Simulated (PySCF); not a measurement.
NMR data simulated for an unnamed compound:

1H NMR (600 MHz, computed): δ 6.62 (m, 2H), 6.61 (m, 2H), 5.62 (m, 1H), 4.29 (m, 1H), 3.98 (m, 1H), 3.50 (d, 3H), 1.10 (m, 2H).

13C{1H} NMR (computed): δ 129.1 (CH), 118.7 (CH).

PySCF 2.14.0 with density-fitted response routines calculation with geometry from GFN2-xTB and PBE0/pcSseg-1 with gauge-including orbitals; averaged over atoms made equivalent by symmetry, fast rotation or ring inversion, in vacuum, non-relativistic Hamiltonian, one conformer.

Chemical shifts δ = σref − σ; 1H (σ = 31.72 ppm) and 13C (σ = 186.93 ppm) against TMS, all at this level.

Task: Which of these does the molecule contain: a Si–H bond, a Si–CH3 group, a heteroaromatic ring, a CF3 group, an OH group?

Result: 
- A Si–H bond: yes (δH 3.50 (d)).
- A Si–CH3 group: no.
- A heteroaromatic ring: yes.
- A CF3 group: no.
- An OH group: no.

The data belong to SMILES [SiH3][Si@@H]([SiH2]P)n1cccc1, C₄H₁₂NPSi₃; they needn't prove each group on their own.

Carbon signals by region: 2 in the sp2 and nitrile region (100–160 ppm).

Splittings by 31P in the carbon and heteronuclear signals aren't shown, as no couplings were computed. Shifts are as computed. Against solution values, carbons near 30 ppm lie about +3 ppm off and those near 130 ppm about +5 ppm. Of 1211 compounds with measured shifts, 218 miss one by over three times the rms of a fit or turn the order of signals round; such compounds aren't used in these exercises. No couplings were computed; multiplicities are counted from neighbouring protons, with m where these are inequivalent, close in shift, in a saturated or five-membered ring or joined by F or P, and br s for small geminal =CH2 splittings.
